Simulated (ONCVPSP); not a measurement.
**zirconium, ONCV: configuration errors across variants**

```
Element                 : zirconium
Generator               : ONCVPSP 4.0.1
Type                    : optimised norm-conserving Vanderbilt (ONCV)
Functional              : LDA (Perdew-Zunger)
Relativity              : scalar-relativistic
Frozen core             : [Ar] 3d10
Valence charge          : 12
Reference configuration : 4s2 4p6 4d2.5 5s1.5
Partial waves           : 4s+5s: rc 1.85 bohr, ncon 3, nbas 6, qcut 8.6 1/bohr, 2 projectors; 4p: rc 1.90 bohr, ncon 3, nbas 7, qcut 8.5 1/bohr, 2 projectors, debl 2 Ha; 4d: rc 3.05 bohr, ncon 3, nbas 8, qcut 6.1 1/bohr, 3 projectors, debl 1 Ha
Local potential         : polynomial inside 1.70 bohr (lpopt 2, dvloc0 3 Ha)
Core correction         : none
```

All-electron excitation energies from the reference (eV): (1) 4s2 4p6 4d2 5s2 -0.526; (2) 4s2 4p6 4d2 5s1 6.826; (3) 4s2 4p6 4d2 5s0 20.067; (4) 4s2 4p6 4d1 5s2 7.295.

3 further variants failed, have other tests or too few solved ones, and are left out.

Errors AE − PS in meV (a dash: test not solved or not reliable):

| change | (1) | (2) | (3) | (4) | bound ghosts | GHOST(+) flags above zero |
| --- | --- | --- | --- | --- | --- | --- |
| base | +4.1 | +1.6 | -1.6 | +44 | none | s |
| s: qcut 5.6; p: qcut 5.6; d: qcut 4 | +12 | +7.0 | -2.7 | +159 | none | none |
| s: qcut 6.6; p: qcut 6.5; d: qcut 4.7 | +8.5 | +4.3 | -2.0 | +104 | none | s |
| s: qcut 7.1; p: qcut 7; d: qcut 5 | +7.4 | +3.9 | -0.8 | +90 | none | s |
| s: qcut 8.9; p: qcut 8.8; d: qcut 6.3 | +3.8 | +1.4 | -1.6 | +40 | none | s |
| s: qcut 9.9; p: qcut 9.7; d: qcut 7 | +3.4 | +1.2 | -1.7 | +35 | none | s |

(1) Give the same row for: s: qcut 7.9; p: qcut 7.8; d: qcut 5.6.

Results:

(1) +5.3, +2.3, -1.6, +60; bound ghosts: none; GHOST(+) flags above zero: s.
